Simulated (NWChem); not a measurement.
**Correlation energy of Sb (-1)**

SMILES: [Sb-]
```xyz
1

Sb     0.0000     0.0000     0.0000
```
Charge -1, spin multiplicity 3.

The numbers come from NWChem runs, not from measurements.

Basis set: def2-SVPD. Each correlation energy counts from its own Hartree-Fock reference.

Effective core potentials replace the inner electrons of Sb; spin-orbit coupling is left out. The correlated methods keep 4 core orbitals frozen. No SCF solution was tested for a lower state. Open-shell Hartree-Fock references start from PBE0 orbitals. Coupled-cluster values serve here as a point of comparison, not as the truth.

```csv
method,correlation energy (mHa)
UMP2,-85.7
SCS-UMP2,-80.5
CCSD on UHF,___
CCSD[T] on UHF,-102.1
CCSD(T) on UHF,-102.0
CCSD on ROHF,___
CCSD[T] on ROHF,-105.8
CCSD(T) on ROHF,-105.8
CCSDT on ROHF,-106.0
```

What belongs in the gaps?


- CCSD on UHF, correlation energy (mHa): -99.7
- CCSD on ROHF, correlation energy (mHa): -103.2
